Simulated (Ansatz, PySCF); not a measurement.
Molecule: silicon dioxide molecule, SiO$_{2}$ (charge 0, singlet). SMILES: O=[Si]=O
Structure (B3LYP-D3(BJ)/def2-TZVP (Ansatz, a program for electronic structure) minimum search):
```
Si
O 1 1.5101
O 1 1.5101 2 180.00
```
Charge 0, spin multiplicity 1.

Quantity: atomisation energy (electronic, to ground-state atoms); the coupled-cluster value holds the core correlation from cc-pwCVTZ, in eV. Valence correlation only, unless marked. Open shells are spin-unrestricted. No spin-orbit coupling. No relativistic terms. CBS(X,Y): correlation extrapolated as X^-3; Hartree-Fock from the larger set.

Level to compare with: CCSD(T)/CBS(aug-cc-pV(T+d)Z,aug-cc-pV(Q+d)Z) plus the core term (Ansatz), 12.92 eV. It is a level with limits of its own, and the differences hold the functionals' basis error too.

Question: Rank these functionals by how close they come to CCSD(T)/CBS(aug-cc-pV(T+d)Z,aug-cc-pV(Q+d)Z), closest first: BLYP/def2-TZVPD (Ansatz); SVWN5/def2-TZVPD (Ansatz); MN15/def2-TZVPD (PySCF).

Answer: MN15/def2-TZVPD (hybrid meta-NGA, 13.07 eV, difference 0.15), BLYP/def2-TZVPD (GGA, 13.12 eV, difference 0.20), SVWN5/def2-TZVPD (LDA, 15.53 eV, difference 2.61)
